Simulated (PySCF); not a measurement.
## A small calculation by hand: entropy of an ideal gas

CH₂N, SMILES C#[NH+], charge +1.

Geometry optimised at PBE0-D3(BJ)/def2-TZVPD. The isomer is the one that the SMILES or the coordinates give; other isomers of the formula were not compared.

PySCF with PBE0-D3(BJ)/def2-TZVPD gives the harmonic wavenumbers 682, 682, 846, 846, 2267, 3322, 3649 cm⁻¹ and the rotational temperature 1.7974 K. The molar mass is 28.03 g/mol, the symmetry number 1, the spin multiplicity 1.

Task: Work out the entropy at 298.15 K and 1 atm in the rigid-rotor, harmonic-oscillator model.

Result: 
Translation (Sackur–Tetrode at 1 atm): S = R[1.5 ln M + 2.5 ln T − 1.16487] = 150.3 J/(mol K).
Rotation: q = T/(σ θ) = 166, S = R[ln q + 1] = 50.8 J/(mol K).
Vibration: with u = 1.4388 ν/T, each mode gives R[u/(e^u − 1) − ln(1 − e^−u)]:
| ν (cm⁻¹) | modes | u | S (J/(mol K)) |
|---|---|---|---|
| 682 | 2 | 3.29 | 2.75 |
| 846 | 2 | 4.08 | 1.45 |
The stiffer modes add less than 0.005 each. Sum 4.2 J/(mol K).
Spin: R ln 1 = 0.0 J/(mol K).
Total 205.3 J/(mol K); the program's own thermochemistry gives 205.3. Translation makes up 73 % and vibration 2 %. Anharmonicity, hindered rotation and orbital degeneracy are left out.
